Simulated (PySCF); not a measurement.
**Potential energy of GaBr⁺ along the bond**

Set-up: basis Ga cc-pVDZ-PP with ECP10, Br cc-pVDZ-PP with ECP10; scalar-relativistic core potentials; PySCF 2.14. Energies in eV from Ga⁺ + Br in their ground configurations at the same level. State: ²Σ⁺ (doublet), unpaired electrons σ ↑.

| R (Å) | UHF-SCS-MP2 |
| --- | --- |
| 1.973 | 0.4327 |
| 2.065 | -0.0750 |
| 2.156 | -0.3211 |
| 2.225 | -0.3868 |
| 2.294 | -0.3824 |
| 2.363 | -0.3321 |
| 2.455 | -0.2322 |
| 2.569 | -0.1132 |
| 2.707 | -0.0207 |
| 2.890 | 0.0335 |

**Question.** Put a parabola through the three lowest points of the UHF-SCS-MP2 curve and estimate Re, k and ωe (reduced mass 36.79 u; 1 eV/Å² = 0.16022 mdyn/Å; ωe = 1302.8·√(k/μ) cm⁻¹).

**Answer.** Through R = 2.156, 2.225, 2.294 Å the second-order coefficient is 7.36 eV/Å², so Re ≈ 2.255 Å, k ≈ 2.36 mdyn/Å and ωe ≈ 330 cm⁻¹. A polynomial fit of higher order to the unrounded UHF-SCS-MP2 energies gives Re = 2.253 Å, k = 2.01 mdyn/Å, ωe = 304 cm⁻¹; anharmonicity and rounding make the difference.

The higher-order fit for each curve: UHF-SCS-MP2: Re = 2.253 Å, ωe = 304 cm⁻¹, De = 0.392 eV.

Correlated steps freeze 8 core orbitals. The bond is weak. Basis-set superposition, not corrected here, can be much of De in a small basis, most of all at correlated wavefunction levels. Spin–orbit coupling is left out. For an ion De counts to the pair picked by the measured ionisation energies or electron affinities, which need not be the lowest pair at this level. The state is the lowest determinant that a PBE0 search found; another state may lie lower at other levels.
